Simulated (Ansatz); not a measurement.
Species: HO2, charge -1, multiplicity 1. 
Coordinates optimised at B3LYP-D3(BJ)/def2-TZVP (Ansatz, an electronic-structure program):
```xyz
3

O      0.7265    -0.3717     0.0118
O     -0.5779     0.4130    -0.0122
H     -1.1888    -0.3307     0.0026
```
Charge -1, spin multiplicity 1.

Basis-set convergence of Hartree-Fock and MP2 correlation energies (hartree) with Ansatz. Valence correlation only, unless marked. No spin-orbit coupling. No relativistic terms.

| basis | functions | E(HF) | E(corr, MP2) |
|---|---|---|---|
| def2-SVPD | 54 | -150.04547 | -0.41782 |
| def2-TZVPPD | 97 | -150.22327 | -0.50939 |
| def2-QZVPPD | 165 | -150.22879 | -0.54728 |

Extrapolating the two largest sets (X = 3 and 4) as X^-3: E(corr) = (64·(-0.54728) - 27·(-0.50939))/37 = -0.5749 Eh, an estimate of the basis-set limit. The largest set recovers 95.2 % of it, the smallest 72.7 %.
